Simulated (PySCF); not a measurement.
Pt(Cl)(CO)2 (C2ClO2Pt), SMILES [O+]#[C-]->[Pt](<-[C-]#[O+])[Cl] (connectivity only; charge and spin as stated), neutral, multiplicity 2. Atoms are numbered in the order given.

```xyz
6

Pt     0.1114     0.0520     0.0000
Cl     0.2500     2.3534     0.0000
O     -2.6659    -1.2130     0.0000
C     -1.6850    -0.6017     0.0000
O      1.5335    -2.6449     0.0000
C      1.0381    -1.5989     0.0000
```
Charge 0, spin multiplicity 2.

Geometry: PBE-D3(BJ)/def2-SVP. The multiplicity is an assumed one; no other spin state was optimised. The isomer is the one that the SMILES or the coordinates give; other isomers of the formula were not compared. The def2 effective core potentials stand for the cores of Pt; spin–orbit coupling is left out.

These are TDA-ωB97X/def2-SVPD (PySCF) values and carry that method's errors.

Vertical excitations. Isolated molecule, no solvent.

**Question.** List the lowest excited states. (An estimate is asked for; the answer gives what the named calculation found.)

**Answer.** 
```tsv
state	energy (eV)	λ (nm)	f	main pairs
root 1	2.07	600	0.003	β HOMO−2→LUMO 73 %, β HOMO−3→LUMO 13 %
root 2	2.10	589	0.000	β HOMO→LUMO 87 %
root 3	2.56	484	0.010	β HOMO−1→LUMO 66 %, β HOMO−3→LUMO 25 %
root 4	2.97	418	0.000	α HOMO→LUMO 63 %, β HOMO−4→LUMO 31 %
root 5	3.09	402	0.001	α HOMO→LUMO 31 %, β HOMO−4→LUMO 63 %
root 6	3.84	322	0.067	β HOMO−3→LUMO 53 %, β HOMO−2→LUMO 20 %, β HOMO−1→LUMO 16 %
root 7	4.09	303	0.000	β HOMO−5→LUMO 85 %
root 8	4.14	300	0.036	α HOMO→LUMO+1 90 %
root 9	4.44	279	0.000	α HOMO→LUMO+3 25 %, α HOMO−3→LUMO 23 %, α HOMO−2→LUMO 11 %, β HOMO−2→LUMO+1 28 %, β HOMO−3→LUMO+1 6 %
root 10	4.45	278	0.001	α HOMO−1→LUMO 27 %, α HOMO→LUMO+2 8 %, α HOMO−6→LUMO 6 %, β HOMO→LUMO+1 44 %, β HOMO−5→LUMO+1 10 %
```
Unrestricted roots are not spin-pure.
